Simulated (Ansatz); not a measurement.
```yaml
crystal:
  periodic: [false, false, false]
  atoms:
    - {symbol: Sn, position_ang: [-1.119292, 2.632233, 0.070557]}
    - {symbol: Sn, position_ang: [1.024943, -1.408421, -1.212331]}
    - {symbol: Sn, position_ang: [-1.028951, -2.577612, 0.702304]}
    - {symbol: Sn, position_ang: [1.800363, -1.402095, 1.728886]}
    - {symbol: Sn, position_ang: [-0.787103, 0.178727, 1.964122]}
    - {symbol: Sn, position_ang: [0.348478, 1.347302, -2.502230]}
    - {symbol: Sn, position_ang: [-1.865542, -0.110845, -1.009599]}
    - {symbol: Sn, position_ang: [1.627106, 1.340702, 0.258301]}
basis:
  gaussian: {orbitals: def2-TZVP, initial_orbitals: start.molden}
magnetization: {spin_polarized: true, initial_magnetization: 4}
hamiltonian: {xc: pbe0, dispersion: d4}
scf: {omitted_lower_state_checks: [starts]}
output: {orbitals: {seedname: orbitals}}
```

The file start.molden holds the orbitals of an earlier run on this structure, at another level or in another basis.

```sh
$ ansatz run in.yaml --threads 4 --pin off --events-out ev --progress --plain --max-ram 6963MiB
```

**Question.** Does this run fit into the memory that it is given?

**Answer.** No. It has 400 basis functions, and Ansatz plans for 9 GiB where 7 GiB are given.
